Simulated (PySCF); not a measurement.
## Electric field gradients and quadrupole coupling constants

Compound: Mo(NH)2Cl2 (singlet state).
Geometry (PBE0-D3(BJ)/def2-SVP, Å), atoms numbered from 1 in this order:
```
atom  x, y, z in Å
Mo1   -0.3872    0.0344   -0.2927
N2    -0.4347   -0.0801    1.4119
H3    -0.0193   -0.1578    2.3398
N4     1.2469    0.0173   -0.7891
H5     2.2523   -0.0273   -0.6263
Cl6   -1.2780    2.0496   -0.8983
Cl7   -1.3800   -1.8360   -1.1454
```

Field gradients from the PBE0/pcSseg-1 (def2-TZVP on Mo) density (PySCF, non-relativistic but for the core potentials past Kr), principal values in atomic units, ordered |Vxx| ≤ |Vyy| ≤ |Vzz|:

```json
{"atom": "N2", "Vxx": "0.1225", "Vyy": "0.1487", "Vzz": "-0.2712"}
{"atom": "N4", "Vxx": "0.1211", "Vyy": "0.1528", "Vzz": "-0.2739"}
{"atom": "Cl6", "Vxx": "-0.4006", "Vyy": "-1.0933", "Vzz": "1.4938"}
{"atom": "Cl7", "Vxx": "-0.4017", "Vyy": "-1.0996", "Vzz": "1.5013"}
```

Q: Find the asymmetry η = (Vxx − Vyy)/Vzz and the couplings χ = eQV/h (234.96 MHz × Q in barn × V in au), with Q(14N) = 0.02044 b, Q(35Cl) = −0.0817 b.

A: 
```
atom                  environment  nucleus     η  χzz (MHz)  χxx (MHz)  χyy (MHz)
  N2  nitrogen bonded to Mo and H      14N  0.10     -1.302      0.588      0.714
  N4  nitrogen bonded to Mo and H      14N  0.12     -1.315      0.581      0.734
 Cl6        chlorine bonded to Mo     35Cl  0.46     -28.68       7.69      20.99
 Cl7        chlorine bonded to Mo     35Cl  0.46     -28.82       7.71      21.11
```

The tensor is traceless: Vxx + Vyy + Vzz = 0.

Q: What is Vzz at N2 in SI units (1 au = 9.71736 × 10²¹ V/m²)?

A: -0.2712 au = -2.635 × 10²¹ V/m².

Isolated species at its PBE0-D3(BJ)/def2-SVP geometry, gas phase. Atoms past krypton carry effective core potentials; spin–orbit coupling is left out. With so small a basis the couplings can be 20 % off.
